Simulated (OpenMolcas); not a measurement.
# Sn: from RASSCF to RASPT2

```
Program             : OpenMolcas 26.06
Basis               : ANO-RCC [10s9p8d5f3g]
Scalar Hamiltonian  : DKH2, point nucleus
Active space        : 4 electrons in 9 orbitals (RAS2 5s 5p; RAS3 5d, at most 2 electrons)
State averaging     : 2S+1 = 3 even, 3 roots; 2S+1 = 1 even, 6 roots; 2S+1 = 5 odd, 1 root; 2S+1 = 3 odd, 5 roots; 2S+1 = 1 odd, 5 roots
Spin-orbit coupling : state interaction with AMFI integrals over the reference wave functions, term energies averaged over their components
```

Methods on the same reference wave functions:
A. RASSCF
B. SS-RASPT2, IPEA 0.25 Eh, imaginary shift 0.1 Eh (closed shells correlated: 4d)

Energies in cm-1 above 5s2 5p2 3P0, the measured ground level; measured values from NIST Handbook of Basic Atomic Spectroscopic Data.

| Level | A | B | Measured |
| --- | --- | --- | --- |
| 5s2 5p2 3P0 | 0.0 | 0.0 | 0.0 |
| 5s2 5p2 3P1 | 1414 | 1494 | 1692 |
| 5s2 5p2 3P2 | 3139 | 3070 | 3428 |
| 5s2 5p2 1D2 | 10312 | 8060 | 8613 |
| 5s2 5p2 1S0 | 19910 | 16810 | 17162 |
| 5s 5p3 5S* 2 | 32311 | 38910 | 39626 |

Deviations, from unrounded energies. A percentage is the sum of absolute deviations over the sum of measured energies, with the sign that they share, or ± where signs differ.

```tsv
Against measurement	Levels	A	B
mean absolute deviation (cm-1)	5	2500	440
fine structure of the ground term (%)	2	-11.1	-10.8
other terms of the ground configuration (%)	2	+17.3	-3.5
other configurations (%)	1	-18.5	-1.8
```

B lies closest to measurement on these levels. The largest miss of B in the table is 5s 5p3 5S* 2, by -720 cm-1. The ranking rests on the paired levels alone, and a cruder setting can come out closer through cancelling errors.

From A to B the spin-free energies of the other terms of 5s2 5p2 shown, above 3P, scale by factors of 0.67 to 0.81.

The lowest spin-free term lies below A's lowest term by 0.472 hartree in B.

CASPT2 breaks the degeneracy within a term, and the mean is taken; among the terms shown or strongly mixed into the levels shown the widest spread is 31 cm-1 (5s2 5p2 1D, B). The run also gave levels led by 5s2 5p 5d, which use shells meant for correlation; these and all levels above them are left out. Measured partners are found by configuration, term and J. A level has none where our copy of the source lacks it or the pairing is in doubt (some pairs that miss far off the trend of their configuration count as doubtful), and it then counts in no deviation. Levels of configurations outside the active space are missing. Levels that lie high or do not pair safely by name in every column are left out.

* marks odd parity.
